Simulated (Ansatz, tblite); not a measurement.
Cost and result up the ladder for `FC(F)(F)[Si]12O[Si]3(F)O[Si]4(F)O[Si](F)(O3)O[Si](F)(O[Si](F)(O4)O1)O2` (24 atoms). Total charge 0; singlet. Geometry: r2SCAN-D4/def2-SVP.

Ansatz on 8 threads of Arm Neoverse V1 on a shared host; xTB runs through tblite on one thread. Times are rough, summed over both states, and most runs start from the orbitals of an earlier one. PBE0-D4/def2-SVP serves as the yardstick here, not as an exact answer. The other state is a doublet.

The xTB rows come from tblite. B3LYP takes the VWN-RPA correlation.

Run but left out: PBE-D4/def2-SVP (charge +1 doublet: an occupied level 0.07 eV above an empty one).

Raw xTB energies of ions are shifted by several eV.

```
                          level  functions  wall time  vertical IE (eV)  difference from PBE0-D4/def2-SVP (eV)
                       GFN1-xTB        126     0.08 s             14.99                                   2.89
                       GFN2-xTB        126    0.095 s             15.85                                   3.75
B3LYP-D4/def2-SVP (with forces)        360       82 s             11.89                                  -0.21
               PBE0-D4/def2-SVP        360       89 s             12.11                                   0.00
```
